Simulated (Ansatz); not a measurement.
Ansatz (a program for electronic structure) input (B2GP-PLYP/def2-TZVPD):

Ansatz 0.2 input:
```yaml
crystal:
  periodic: [false, false, false]
  atoms:
    - {symbol: Ag, position_ang: [-0.00000000, -0.00000000, -0.34334467]}
    - {symbol: F, position_ang: [0.00000000, 0.00000000, 1.79302218]}
basis:
  gaussian:
    orbitals: def2-TZVPD
hamiltonian:
  xc: {name: B2GP-PLYP}
total_charge: -1
magnetization: {spin_polarized: true, initial_magnetization: 1}
correlation: {electrons: outside_noble_gas}
```

End of the output:

```
integrals: 0.04 GiB planned
649 factors; integrals over basis functions are off by at most 9.5e-4 eV
mean field: 0.29 GiB planned
mean field evaluation 1: about -6703.1881 eV, gradient 1.1e1 eV
mean field evaluation 2: about -6703.2818 eV, gradient 1.1e1 eV
mean field evaluation 4: about -6703.8901 eV, gradient 1.3e0 eV
mean field evaluation 8: about -6703.9483 eV, gradient 1.2e-1 eV
mean field evaluation 16: about -6703.9488 eV, gradient 4.3e-4 eV
mean field -6703.94884432 eV, -246.3655759290 hartree, gradient 4.5e-6 eV, S^2 0.752823; 0 other end points of the search recorded, 0 dependent functions left out
5 core orbitals not correlated
reference -6703.94892689 eV, -246.3655789635 hartree; 10, 9 occupied and 65, 66 virtual orbitals, 649 factors
second order -17.82973122 eV of doubles, -0.00000000 eV of singles
Total energy: -6710.36763013 eV, -246.6014619567 hartree
```

The spin state was set by rule; other spins were not relaxed.
